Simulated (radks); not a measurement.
The numbers below are computed, except where a source is named.
Task: Pm3.75+, 57.25 electrons, occupied as [Kr] 4d10 4f(up 2.5, down 2.5) 5p6 5s(up 0.25, down 0) (fractional occupations, a model configuration). Code: a radial shooting solver on a logarithmic mesh with Libxc functionals. Model: scalar-relativistic Kohn-Sham, SCAN, spin-polarised, spherical densities, finite nucleus; meta-GGA in the generalised Kohn-Sham scheme; Fermi nuclear charge, rms radius 4.962 fm. Some entries of the table are withheld. Estimate them.

| orbital | occ. | eigenvalue (Ry) | <1/r> (bohr^-1) |
|---|---|---|---|
| 1s up | 1 | -3316.877 | 67.42 |
| 1s down | 1 | -3316.874 | 67.42 |
| 2s up | 1 | -543.2729 | 15.61 |
| 2s down | 1 | -543.2710 | 15.61 |
| 2p up | 3 | -485.1769 | 14.67 |
| 2p down | 3 | -485.1749 | 14.67 |
| 3s up | 1 | -121.3630 | 5.711 |
| 3s down | 1 | -121.3618 | 5.711 |
| 3p up | 3 | -102.9800 | 5.382 |
| 3p down | 3 | -102.9783 | 5.382 |
| 3d up | 5 | -77.82958 | 5.100 |
| 3d down | 5 | -77.82743 | 5.100 |
| 4s up | 1 | -26.69190 | 2.380 |
| 4s down | 1 | -26.68882 | 2.380 |
| 4p up | 3 | -20.63081 | 2.193 |
| 4p down | 3 | -20.62742 | 2.193 |
| 4d up | 5 | (1) | 1.921 |
| 4d down | 5 | (2) | 1.922 |
| 5s up | 0.25 | -5.87940 | 0.9449 |
| 5p up | 3 | -4.33864 | 0.8197 |
| 5p down | 3 | -4.31329 | 0.8186 |
| 4f up | 2.5 | -2.94593 | 1.368 |
| 4f down | 2.5 | -2.93625 | 1.369 |

Result: 
(1) 4d up eigenvalue (Ry): -12.05299
(2) 4d down eigenvalue (Ry): -12.04721
